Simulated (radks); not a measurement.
Results of a calculation; reference values are marked as such.
All-electron atom: Ho26+ in [Kr] 4d5.

Level of theory: non-relativistic Kohn-Sham, PBE, spin-polarised, spherical densities, point nucleus; open shells are filled with parallel spins first (spin-orbit coupling, left out, can overturn this in heavy ions); relativity is left out, which matters for an element this heavy (a radial shooting solver on a logarithmic mesh with Libxc functionals).

Energy parts (eV):
total: -319849.71
kinetic: 319788.84
electron-nucleus: -722923.54
Hartree: 89428.13
exchange-correlation: -6143.14

Orbitals (lengths in bohr, moments of r in powers of bohr; r(max) is where P^2 peaks; r(90%) holds 90 % of the orbital's charge):
orbital  occ.  eigenvalue (eV)  r(90%)      <r^4>   r(max)
1s up       1        -52666.38  0.0402  1.182e-06  0.01501
1s down     1        -52666.31  0.0402  1.182e-06  0.01501
2s up       1        -9197.158   0.147  0.0001972  0.08207
2s down     1        -9192.561   0.147  0.0001972  0.08206
2p up       3        -8811.295   0.132  0.0001252  0.06384
2p down     3        -8807.815   0.132  0.0001252  0.06383
3s up       1        -2700.485   0.357   0.006961   0.2269
3s down     1        -2698.173   0.357   0.006920   0.2269
3p up       3        -2528.392   0.350   0.006287   0.2144
3p down     3        -2525.974   0.349   0.006250   0.2144
3d up       5        -2210.083   0.321   0.004388   0.1703
3d down     5        -2206.492   0.320   0.004368   0.1705
4s up       1        -1120.119   0.721     0.1182   0.4942
4s down     1        -1109.107   0.722     0.1192   0.4942
4p up       3        -1048.157   0.730     0.1230   0.4933
4p down     3        -1037.188   0.732     0.1242   0.4933
4d up       5        -919.7521   0.742     0.1286   0.4829
4d down     0        -908.8166   0.744     0.1303   0.4830

The highest occupied level is 4d up at -919.75 eV. The electron density at the nucleus is 2.146e+05 e/bohr^3. Virial ratio -V/T = 2.00019. The spin density at the nucleus is -4.218 e/bohr^3 (1s -0.538, 2s -4.194, 3s -3.183, 4s 3.697). The density falls to 0.001 e/bohr^3 at r = 1.33 bohr. Spin moment in Bohr magnetons: 5. For comparison, the ionisation energy in NIST's Atomic Spectra Database is 929 eV (theoretical). In exact Kohn-Sham theory the highest level is minus the ionisation energy, but local and semilocal functionals leave it too shallow, through self-interaction and a potential that decays too fast; potentials with the right tail come closer. Summed over all electrons, <r^2> = 4.927 bohr^2, which gives a Langevin (diamagnetic) susceptibility term of -3.9 x 10^-6 cm^3/mol.
